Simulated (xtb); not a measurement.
Species: H3O3Si, SMILES `O[Si](O)O` (charge 0, multiplicity 2).

### Question
Give a relaxed geometry from GFN2-xTB (xtb 6.7.1).

### Answer
Several could match; the one computed here: the end point of this relaxation, one of several conformers (outside a Z-matrix the atoms follow the SMILES, hydrogens last).
Z-matrix (Å, degrees):
```
Si
O 1 1.6241
H 2 0.9595 1 119.26
O 1 1.6330 2 108.41 3 22.11
H 4 0.9532 1 118.44 2 -155.19
O 1 1.6466 2 113.05 3 -94.15
H 6 0.9524 1 119.65 2 -49.50
```
